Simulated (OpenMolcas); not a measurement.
Ar III: from CASSCF to CASPT2

```yaml
Program: OpenMolcas
Basis: ANO-RCC-VTZP [5s4p2d1f]
Scalar_Hamiltonian: DKH2, point nucleus
Active_space: 4 electrons in 3 orbitals (3p)
State_averaging: 2S+1 = 3 even, 3 roots; 2S+1 = 1 even, 6 roots
Spin-orbit_coupling: RASSI with atomic mean-field integrals over the reference wave functions, term energies averaged over their components
```

Methods on the same reference wave functions:
A. CASSCF
B. SS-CASPT2, IPEA 0.25 Eh, imaginary shift 0.1 Eh (closed shells correlated: 2s 2p 3s)
C. XMS-CASPT2, IPEA 0.25 Eh, imaginary shift 0.1 Eh (closed shells correlated: 2s 2p 3s)

Energies in cm-1 above 3s2 3p4 3P2, the measured ground level; measured values from Saloman, J. Phys. Chem. Ref. Data 39, 033101 (2010).

| Level | A | B | C | Measured |
| --- | --- | --- | --- | --- |
| 3s2 3p4 3P2 | 0.0 | 0.0 | 0.0 | 0.0 |
| 3s2 3p4 3P1 | 1028 | 1033 | 1033 | 1112 |
| 3s2 3p4 3P0 | 1478 | 1473 | 1474 | 1570 |
| 3s2 3p4 1D2 | 17008 | 14570 | 14560 | 14010 |
| 3s2 3p4 1S0 | 41591 | 35270 | 35460 | 33266 |

Deviations, from unrounded energies. A percentage is the sum of absolute deviations over the sum of measured energies, with the sign that they share, or ± where signs differ.

| Against measurement | Levels | A | B | C |
| --- | --- | --- | --- | --- |
| mean absolute deviation (cm-1) | 4 | 2900 | 690 | 730 |
| fine structure of the ground term (%) | 2 | -6.6 | -6.6 | -6.6 |
| other terms of the ground configuration (%) | 2 | +24.0 | +5.4 | +5.8 |

B lies closest to measurement on these levels and A furthest from it. The largest miss of B in the table is 3s2 3p4 1S0, by +2000 cm-1. The ranking rests on the paired levels alone, and a cruder setting can come out closer through cancelling errors.

Between B and C the level of the table that moves most is 3s2 3p4 1S0, by 190 cm-1 (lowest in B, highest in C). Moves below CASPT2's spread within the term are not significant.

The mean deviations of B to C differ by less than CASPT2's widest spread within a term (890 cm-1), so their order carries little weight.

From A to B the spin-free energies of the other terms of 3s2 3p4 shown, above 3P, scale by a factor of 0.85.

The lowest spin-free term lies below A's lowest term by 0.177 hartree in B, 0.182 hartree in C.

CASPT2 does not keep the components of a term degenerate, so their means are used; among the terms shown or strongly mixed into the levels shown the widest spread is 890 cm-1 (3s2 3p4 1D, C). With the s shell closed, the reference lacks s² → p² mixing. Measured partners are found by configuration, term and J. A level has none where our copy of the source lacks it or the pairing is in doubt (some pairs that miss far off the trend of their configuration count as doubtful), and it then counts in no deviation. Only configurations of the active space appear.
